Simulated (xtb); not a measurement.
Job for xtb: GFN2-xTB on CH6AlAs (SMILES [CH3][AlH][AsH2]), a point of a torsion scan.

```
$ xtb mol.xyz --gfn 2 --sp --chrg 0 --uhf 0
9

C     -1.45441669     0.03273498    -0.26641950
Al    -0.15013392    -0.40363229     1.17544479
As     1.09609256    -2.46509974     1.31243660
H     -2.29139625    -0.67660942    -0.32305492
H     -1.89928406     1.02414624    -0.11694467
H     -1.00468373     0.04344248    -1.26867759
H      0.01096495     0.72502048     2.24607116
H     -0.27460926    -3.03377425     0.98149903
H      1.27116841    -2.17524188    -0.16978591
```

It printed:

```
[...]
           -------------------------------------------------
          |                Calculation Setup                |
           -------------------------------------------------



           -------------------------------------------------
          |                 G F N 2 - x T B                 |
           -------------------------------------------------

        Reference                      10.1021/acs.jctc.8b01176
      * Hamiltonian:
        H0-scaling (s, p, d)           1.850000    2.230000    2.230000
        zeta-weighting                 0.500000
      * Dispersion:
        s8                             2.700000
        a1                             0.520000
        a2                             5.000000
        s9                             5.000000
      * Repulsion:
        kExp                           1.500000    1.000000
        rExp                           1.000000
      * Coulomb:
        alpha                          2.000000
        third order                    shell-resolved
        anisotropic                    true
        a3                             3.000000
        a5                             4.000000
        cn-shift                       1.200000
        cn-exp                         4.000000
        max-rad                        5.000000


          ...................................................
          :                      SETUP                      :
          :.................................................:
          :  # basis functions                  30          :
          :  # atomic orbitals                  28          :
          :  # shells                           14          :
          :  # electrons                        18          :
          :  max. iterations                   250          :
          :  Hamiltonian                  GFN2-xTB          :
          :  restarted?                      false          :
          :  GBSA solvation                  false          :
          :  PC potential                    false          :
          :  electronic temp.          300.0000000     K    :
          :  accuracy                    1.0000000          :
          :  -> integral cutoff          0.2500000E+02      :
          :  -> integral neglect         0.1000000E-07      :
          :  -> SCF convergence          0.1000000E-05 Eh   :
          :  -> wf. convergence          0.1000000E-03 e    :
          :  Broyden damping             0.4000000          :
          :  net charge                          0          :
          :  unpaired electrons                  0          :
          ...................................................

 iter      E             dE          RMSdq      gap      omega  full diag
   1     -8.6283376 -0.862834E+01  0.151E+01    3.48       0.0  T
   2     -8.6574876 -0.291500E-01  0.104E+01    3.24       1.0  T
   3     -8.6515865  0.590107E-02  0.665E+00    3.84       1.0  T
   4     -8.6835275 -0.319410E-01  0.147E+00    3.86       1.0  T
   5     -8.6836699 -0.142381E-03  0.695E-01    3.95       1.0  T
   6     -8.6845304 -0.860542E-03  0.492E-01    3.90       1.0  T
   7     -8.6846721 -0.141740E-03  0.190E-01    3.91       1.0  T
   8     -8.6846872 -0.150576E-04  0.724E-02    3.92       1.0  T
   9     -8.6846928 -0.557740E-05  0.137E-02    3.92       2.4  T
  10     -8.6846929 -0.946053E-07  0.687E-03    3.92       4.9  T
  11     -8.6846929 -0.695292E-08  0.426E-03    3.92       7.8  T
  12     -8.6846929 -0.687435E-08  0.889E-04    3.92      37.5  T
  13     -8.6846929 -0.721009E-09  0.139E-04    3.92     239.7  T

   *** convergence criteria satisfied after 13 iterations ***

         #    Occupation            Energy/Eh            Energy/eV
      -------------------------------------------------------------
         1        2.0000           -0.5971522             -16.2493
       ...           ...                  ...                  ...
         3        2.0000           -0.4662608             -12.6876
         4        2.0000           -0.4569550             -12.4344
         5        2.0000           -0.4559715             -12.4076
         6        2.0000           -0.4407080             -11.9923
         7        2.0000           -0.4224680             -11.4959
         8        2.0000           -0.3794162             -10.3244
         9        2.0000           -0.3489867              -9.4964 (HOMO)
        10                         -0.2050474              -5.5796 (LUMO)
        11                         -0.2047942              -5.5727
        12                         -0.1664847              -4.5303
        13                         -0.1251600              -3.4058
        14                         -0.1195267              -3.2525
       ...                                ...                  ...
        28                          1.1462065              31.1899
      -------------------------------------------------------------
                  HL-Gap            0.1439393 Eh            3.9168 eV
             Fermi-level           -0.2770171 Eh           -7.5380 eV

 SCC (total)                   0 d,  0 h,  0 min,  0.005 sec
 SCC setup                      ...        0 min,  0.000 sec (  2.021%)
 Dispersion                     ...        0 min,  0.000 sec (  0.850%)
 classical contributions        ...        0 min,  0.000 sec (  0.376%)
 integral evaluation            ...        0 min,  0.001 sec ( 16.359%)
 iterations                     ...        0 min,  0.003 sec ( 50.721%)
 molecular gradient             ...        0 min,  0.002 sec ( 27.982%)
 printout                       ...        0 min,  0.000 sec (  1.503%)

         :::::::::::::::::::::::::::::::::::::::::::::::::::::
         ::                     SUMMARY                     ::
         :::::::::::::::::::::::::::::::::::::::::::::::::::::
         :: total energy              -8.606659902441 Eh    ::
         :: gradient norm              0.000043751326 Eh/a0 ::
         :: HOMO-LUMO gap              3.916787513199 eV    ::
         ::.................................................::
         :: SCC energy                -8.684688556190 Eh    ::
         :: -> isotropic ES            0.021809921255 Eh    ::
         :: -> anisotropic ES          0.003062310848 Eh    ::
         :: -> anisotropic XC         -0.002869259617 Eh    ::
         :: -> dispersion             -0.004471620164 Eh    ::
         :: repulsion energy           0.078028653749 Eh    ::
         :: add. restraining           0.000000000000 Eh    ::
         :: total charge              -0.000000000000 e     ::
         :::::::::::::::::::::::::::::::::::::::::::::::::::::

           -------------------------------------------------
          |                Property Printout                |
           -------------------------------------------------

    * Orbital Energies and Occupations

         #    Occupation            Energy/Eh            Energy/eV
      -------------------------------------------------------------
         1        2.0000           -0.5971522             -16.2493
         2        2.0000           -0.5672067             -15.4345
         3        2.0000           -0.4662608             -12.6876
         4        2.0000           -0.4569550             -12.4344
         5        2.0000           -0.4559715             -12.4076
         6        2.0000           -0.4407080             -11.9923
         7        2.0000           -0.4224680             -11.4959
         8        2.0000           -0.3794162             -10.3244
         9        2.0000           -0.3489867              -9.4964 (HOMO)
        10                         -0.2050474              -5.5796 (LUMO)
        11                         -0.2047942              -5.5727
Note: The following floating-point exceptions are signalling: IEEE_UNDERFLOW_FLAG IEEE_DENORMAL
normal termination of xtb
        12                         -0.1664847              -4.5303
        13                         -0.1251600              -3.4058
        14                         -0.1195267              -3.2525
        15                         -0.0738826              -2.0104
        16                         -0.0473827              -1.2893
        17                         -0.0243279              -0.6620
        18                          0.0171751               0.4674
        19                          0.1679619               4.5705
        20                          0.2000933               5.4448
       ...                                ...                  ...
        28                          1.1462065              31.1899
      -------------------------------------------------------------
                  HL-Gap            0.1439393 Eh            3.9168 eV
             Fermi-level           -0.2770171 Eh           -7.5380 eV

     #   Z          covCN         q      C6AA      α(0)
     1   6 C        3.607    -0.223    25.596     7.310
     2  13 Al       2.601     0.283    96.126    20.042
     3  33 As       2.825     0.038   213.242    26.765
     4   1 H        0.923     0.046     2.372     2.409
     5   1 H        0.924     0.053     2.284     2.363
     6   1 H        0.923     0.046     2.373     2.409
     7   1 H        0.877    -0.197    10.605     5.098
     8   1 H        0.969    -0.023     3.475     2.913
     9   1 H        0.969    -0.022     3.470     2.911

 Mol. C6AA /au·bohr⁶  :       1657.481844
 Mol. C8AA /au·bohr⁸  :      83795.250127
 Mol. α(0) /au        :         72.221007


Wiberg/Mayer (AO) data.
largest (>0.10) Wiberg bond orders for each atom

 ---------------------------------------------------------------------------
     #   Z sym  total        # sym  WBO       # sym  WBO       # sym  WBO
 ---------------------------------------------------------------------------
     1   6 C    3.893 --     2 Al   1.036     5 H    0.920     6 H    0.916
                             4 H    0.916
     2  13 Al   3.427 --     3 As   1.103     1 C    1.036     7 H    0.848
                             9 H    0.107     8 H    0.107
     3  33 As   3.033 --     2 Al   1.103     8 H    0.889     9 H    0.889
     4   1 H    0.998 --     1 C    0.916
     5   1 H    0.997 --     1 C    0.920
     6   1 H    0.998 --     1 C    0.916
     7   1 H    0.961 --     2 Al   0.848
     8   1 H    0.999 --     3 As   0.889     2 Al   0.107
     9   1 H    0.999 --     3 As   0.889     2 Al   0.107
 ---------------------------------------------------------------------------

Topologies differ in total number of bonds
Writing topology from bond orders to xtbtopo.mol

molecular dipole:
                 x           y           z       tot (Debye)
 q only:        0.090      -0.405      -0.185
   full:       -0.267      -0.158      -0.482       1.457
molecular quadrupole (traceless):
                xx          xy          yy          xz          yz          zz
 q only:        1.073      -0.358       0.613       0.153      -2.756      -1.686
  q+dip:        2.037       1.289      -1.043       0.353      -0.966      -0.993
   full:        3.505       4.151      -2.489      -2.969      -2.328      -1.016


           -------------------------------------------------
          | TOTAL ENERGY               -8.606659902441 Eh   |
          | GRADIENT NORM               0.000043751326 Eh/α |
          | HOMO-LUMO GAP               3.916787513199 eV   |
           -------------------------------------------------

------------------------------------------------------------------------
------------------------------------------------------------------------
 total:
 SCF:
```

The run finished.

Cost: about 0.03 core-seconds (a rough figure).
